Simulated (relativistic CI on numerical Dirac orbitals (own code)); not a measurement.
**Ligand-field terms of d3**

Computed with a parametric ligand-field model of a d^n configuration (Racah B and C, spin-orbit zeta, crystal field), exact diagonalisation.

Field parameters in Wybourne normalisation: Oh B⁴₀ = 21Dq, B⁴₄ = √(5/14) B⁴₀. The field is a parameter set, without covalency.

Question: A d3 ion in Oh symmetry has the ground term 4A2 and bands at 2E 8306 cm⁻¹ (1204 nm), 2T1 8491 cm⁻¹ (1178 nm), 2T2 13588 cm⁻¹ (736 nm), 4T2 38000 cm⁻¹ (263 nm), 4T1 42522 cm⁻¹ (235 nm), 4T1 77328 cm⁻¹ (129 nm). Which parameters reproduce them?

Answer: B = 390, C = 1690, ζ = 0 cm⁻¹, Oh, 10Dq = 38000 cm⁻¹.

Question: Ground term and bands for B = 1030, C = 3800, ζ = 0 cm⁻¹, Oh, 10Dq = 27950 cm⁻¹?

Answer: Ground term 4A2 with 0.00 electrons in the two orbitals of the cubic e set. Spin-allowed: 4T2 27950 cm⁻¹ (358 nm), 4T1 38451 cm⁻¹ (260 nm), 4T1 60849 cm⁻¹ (164 nm). Lowest spin-forbidden: 2E 19026 cm⁻¹ (526 nm), 2T1 19961 cm⁻¹ (501 nm), 2T2 29228 cm⁻¹ (342 nm). With an A2 ground term the first spin-allowed band lies at |10Dq| itself.

Question: A d3 ion in Oh symmetry has the ground term 4A2 and bands at 2E 6988 cm⁻¹ (1431 nm), 2T1 7279 cm⁻¹ (1374 nm), 2T2 10981 cm⁻¹ (911 nm), 4T2 13450 cm⁻¹ (743 nm), 4T1 17332 cm⁻¹ (577 nm), 4T1 28418 cm⁻¹ (352 nm). Which parameters reproduce them?

Answer: B = 360, C = 1410, ζ = 0 cm⁻¹, Oh, 10Dq = 13450 cm⁻¹.

Question: A d3 ion in Oh symmetry has the ground term 4A2 and bands at 2E 23661 cm⁻¹ (423 nm), 2T1 24484 cm⁻¹ (408 nm), 4T2 35450 cm⁻¹ (282 nm), 2T2 36433 cm⁻¹ (274 nm), 4T1 46514 cm⁻¹ (215 nm), 4T1 75436 cm⁻¹ (133 nm). Which parameters reproduce them?

Answer: B = 1040, C = 5240, ζ = 0 cm⁻¹, Oh, 10Dq = 35450 cm⁻¹.

Question: A d3 ion in Oh symmetry has the ground term 4A2 and bands at 2E 8858 cm⁻¹ (1129 nm), 2T1 9090 cm⁻¹ (1100 nm), 2T2 14356 cm⁻¹ (697 nm), 4T2 30250 cm⁻¹ (331 nm), 4T1 34944 cm⁻¹ (286 nm), 4T1 61956 cm⁻¹ (161 nm). Which parameters reproduce them?

Answer: B = 410, C = 1840, ζ = 0 cm⁻¹, Oh, 10Dq = 30250 cm⁻¹.
